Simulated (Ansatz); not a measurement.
Cost and result for the atomization energy of F₂H₂OSn (`[OH][SnH]([F])[F]`) (6 atoms, 5 bonds).

The species carries charge 0 and has multiplicity 1. Correlated methods include outer-core shells of Sn, which these sets cover unevenly. Sn: def2 effective core potential. All single points use the PBE0-D4/def2-TZVP geometry. It is one conformer, not always the lowest. Program: Ansatz. All runs use 2 threads of a server CPU on a shared host. Times are those of one run each, without the atoms' runs, and a repeat can differ threefold. Electronic energies, without spin–orbit coupling; frozen cores. CCSD(T)/CBS adds CCSD(T) − MP2 in def2-TZVPP to the MP2 limit, and its time is that of the two runs behind it. T1 = 0.015. With those shells the extrapolation isn't a true limit. B3LYP takes the VWN-RPA correlation (the form of Gaussian; ORCA's B3LYP/G).

CCSD(T)/CBS is a level of theory with its own doubt, some kJ/mol a heavy atom from the limit and from the frozen cores, so smaller differences don't rank the functionals.

```csv
level,functions,wall time
revPBE-D4/def2-TZVPP,171,1.6 s
BLYP-D4/def2-TZVPP,171,1.6 s
PBE0-D4/def2-TZVPP,171,2.5 s
BHLYP-D4/def2-TZVPP,171,2.5 s
B3LYP-D4/def2-TZVPP (with forces),171,3.2 s
CCSD(T)/def2-SVP,78,4 s
r2SCANh-D4/def2-TZVPP,171,4.1 s
r2SCAN-D4/def2-TZVPP (with forces),171,4.3 s
B2PLYP/def2-TZVPP,171,4.4 s
PBE-QIDH/def2-TZVPP,171,4.6 s
MP2/def2-QZVPP,313,13 s
CCSD(T)/def2-TZVPP,171,90 s
CCSD(T)/CBS(def2),–,100 s
```

Question: What atomization energy does each give, and how far from CCSD(T)/CBS? (Estimate.)

Answer: Computed: 
```json
{"level": "revPBE-D4/def2-TZVPP", "atomization (kJ/mol)": "1908.9", "difference from CCSD(T)/CBS": "-71.7", "per bond": "-14.3"}
{"level": "BLYP-D4/def2-TZVPP", "atomization (kJ/mol)": "1950.1", "difference from CCSD(T)/CBS": "-30.5", "per bond": "-6.1"}
{"level": "PBE0-D4/def2-TZVPP", "atomization (kJ/mol)": "1896.4", "difference from CCSD(T)/CBS": "-84.2", "per bond": "-16.8"}
{"level": "BHLYP-D4/def2-TZVPP", "atomization (kJ/mol)": "1808.6", "difference from CCSD(T)/CBS": "-172.0", "per bond": "-34.4"}
{"level": "B3LYP-D4/def2-TZVPP (with forces)", "atomization (kJ/mol)": "1916.0", "difference from CCSD(T)/CBS": "-64.6", "per bond": "-12.9"}
{"level": "CCSD(T)/def2-SVP", "atomization (kJ/mol)": "1756.1", "difference from CCSD(T)/CBS": "-224.5", "per bond": "-44.9"}
{"level": "r2SCANh-D4/def2-TZVPP", "atomization (kJ/mol)": "1909.9", "difference from CCSD(T)/CBS": "-70.7", "per bond": "-14.1"}
{"level": "r2SCAN-D4/def2-TZVPP (with forces)", "atomization (kJ/mol)": "1943.6", "difference from CCSD(T)/CBS": "-37.0", "per bond": "-7.4"}
{"level": "B2PLYP/def2-TZVPP", "atomization (kJ/mol)": "1913.4", "difference from CCSD(T)/CBS": "-67.2", "per bond": "-13.4"}
{"level": "PBE-QIDH/def2-TZVPP", "atomization (kJ/mol)": "1891.6", "difference from CCSD(T)/CBS": "-89.0", "per bond": "-17.8"}
{"level": "MP2/def2-QZVPP", "atomization (kJ/mol)": "2014.3", "difference from CCSD(T)/CBS": "33.7", "per bond": "6.7"}
{"level": "CCSD(T)/def2-TZVPP", "atomization (kJ/mol)": "1893.4", "difference from CCSD(T)/CBS": "-87.2", "per bond": "-17.4"}
{"level": "CCSD(T)/CBS(def2)", "atomization (kJ/mol)": "1980.6", "difference from CCSD(T)/CBS": "0.0", "per bond": "0.0"}
```

Leaving LDA and LC-ωPBE aside and taking each functional with its dispersion term where it has one, the values, not all of them listed here, spread over 175.0 kJ/mol, from BHLYP-D4 to PBE-D4. LDA lies +323.8 kJ/mol from PBE without D4, its usual overbinding. From PBE to PBE0 (25 % exact exchange), in def2-TZVPP and without D4, the atomization energy moves by −85.6 kJ/mol: exact exchange takes away binding that semilocal exchange gives to molecules. At CCSD(T), def2-SVP lies −224.5 kJ/mol from the extrapolated value and def2-TZVPP −87.2 kJ/mol: correlation converges slowly with the basis, and small sets miss more of it in the bonded molecule than in its fragments.

Spin–orbit coupling would lower the free Sn atoms strongly, and the atomization energy with them, by more than many differences here. For some Ge, Se and Sn compounds the MP2-based and the directly extrapolated limit differ by 10 to 25 kJ/mol.
